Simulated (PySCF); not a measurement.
PySCF 2.14 output of an unrestricted B3LYP calculation on a single atom or ion in def2-SVP with the def2 core potential (28 electrons) (5s3p2d1f, 31 functions), with a scalar-relativistic core potential:

```
SCF conv_tol = 1e-09
number electrons alpha = 6  beta = 4
    P. J. Stephens, F. J. Devlin, C. F. Chabalowski, and M. J. Frisch.,  J. Phys. Chem. 98, 11623 (1994)
cycle= 1 E= -46.1733667914761  delta_E= -0.00162  |g|= 0.0037  |ddm|= 0.121
cycle= 2 E= -46.1733758202651  delta_E= -9.03e-06  |g|= 0.00081  |ddm|= 0.00698
cycle= 3 E= -46.1733761360984  delta_E= -3.16e-07  |g|= 0.00011  |ddm|= 0.00152
cycle= 4 E= -46.1733761433174  delta_E= -7.22e-09  |g|= 2.38e-06  |ddm|= 0.000204
cycle= 5 E= -46.1733761433305  delta_E= -1.32e-11  |g|= 5.33e-07  |ddm|= 1.63e-05
converged SCF energy = -46.1733761433305  <S^2> = 2.0006923  2S+1 = 3.0004615
```

The run itself started from symmetry-adapted Hartree-Fock orbitals and held the occupation by maximum overlap, on a logarithmic radial grid, so the iterations belong to that start.

**Question.** Which element, charge and spin multiplicity is this?

**Answer.** Zr²⁺ (zirconium, charge +2), multiplicity 3; the state was [Kr] 4d2, high-spin 3F determinant.

Energies and moments cover only the electrons outside the core potential.
